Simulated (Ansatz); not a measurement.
Computed with Ansatz on PBE0-D4/def2-TZVP structures; ΔE is electronic, products minus reactants. CCSD(T)/CBS is the MP2 limit (def2-TZVPP, def2-QZVPP) plus CCSD(T) − MP2 in def2-TZVPP, frozen cores. This one scheme is used for every species. Functionals use def2-TZVPP. B3LYP here is the variant with VWN-RPA as its local correlation; programs differ in this. Each species was taken in one conformer, which may not be the lowest.

Reaction (hydrogenolysis of a C–C bond): `C=CC([SiH3])S` + H₂ → `[SiH3]CS` + `C=C`

`C=CC([SiH3])S`:

Cartesian coordinates in Å:
```
C 1.115 -1.607 -0.731
C 0.597 -0.385 -0.732
C -0.604 0.020 0.046
Si -0.108 1.265 1.390
S -1.861 0.811 -0.999
H 0.669 -2.413 -0.155
H 2.004 -1.843 -1.304
H 1.057 0.400 -1.328
H -1.043 -0.847 0.549
H 0.720 0.554 2.396
H 0.681 2.360 0.773
H -1.320 1.827 2.041
H -1.906 -0.143 -1.946
```

H₂:

Cartesian coordinates in Å:
```
H 0.315 -0.166 -0.110
H -0.315 0.166 0.110
```

`[SiH3]CS`:

```xyz
9

Si    1.013    0.193   -0.320
C    -0.699   -0.562   -0.168
S    -1.852    0.573    0.651
H     0.952    1.416   -1.158
H     1.964   -0.779   -0.928
H     1.501    0.552    1.039
H    -1.114   -0.723   -1.166
H    -0.683   -1.530    0.337
H    -1.082    0.860    1.714
```

`C=C`:

Z-matrix (Å, degrees):
```
C
C 1 1.323
H 1 1.085 2 121.7
H 1 1.085 2 121.7 3 -180.0
H 2 1.085 1 121.7 3 -0.0
H 2 1.085 1 121.7 3 -180.0
```

(1) Is it downhill or uphill in electronic energy at CCSD(T)/CBS, and by how much? (Estimate.)

(2) What do these levels give: r2SCAN-D4, B3LYP-D4, r2SCAN0-D4, ωB97X-V, ωB97M-V, revPBE, BLYP, r2SCAN0, BHLYP, HF/def2-SVP, CCSD/def2-SVP, MP2/def2-QZVPP? (Best estimate.)

(3) What do rigid-rotor, harmonic-oscillator terms from PBE0-D4/def2-TZVP frequencies (298.15 K, 1 bar) make of the CCSD(T)/CBS value? (An estimate is asked.)

Largest T1 diagnostic among the species: 0.011.

Results:

(1) The calculation gave: Downhill: ΔE = -44.8 kJ/mol.

(2) Ansatz gave: r2SCAN-D4 -42.2, B3LYP-D4 -45.0, r2SCAN0-D4 -45.7, ωB97X-V -47.7, ωB97M-V -47.3, revPBE -54.6, BLYP -59.5, r2SCAN0 -49.1, BHLYP -63.7, HF/def2-SVP -72.9, CCSD/def2-SVP -49.1, MP2/def2-QZVPP -35.0 kJ/mol.

(3) Computed: ΔZPE = +20.3 kJ/mol, ΔH = -28.5 kJ/mol, ΔS = 36 J/(mol·K), ΔG = -39.4 kJ/mol.

From r2SCAN to r2SCAN0 (25 % exact exchange), in def2-TZVPP and without D4, ΔE moves by −4.1 kJ/mol. In def2-TZVPP, CCSD(T) changes the Hartree–Fock value by +29.9 kJ/mol (the triples alone add +6.7 kJ/mol) and MP2 by +40.1 kJ/mol.
